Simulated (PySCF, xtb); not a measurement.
AlCl₂H₃O₂Si, SMILES [OH][Al]([OH])[SiH](Cl)Cl.

GFN2-xTB in xtb at its own geometry gives an orbital gap of 4.01 eV and a dipole moment of 3.34 D.

Geometry: B3LYP-D3(BJ)/def2-SVP. The structure was generated by enumeration; whether it is a known compound was not checked. The values are those of a single conformer.

Problem. What does PySCF with CAM-B3LYP/def2-TZVP give? (Estimate from the structure and the level; the computed values follow.)

Solution. gap 8.89 eV (levels -9.29 and -0.39 eV), dipole 1.73 D.
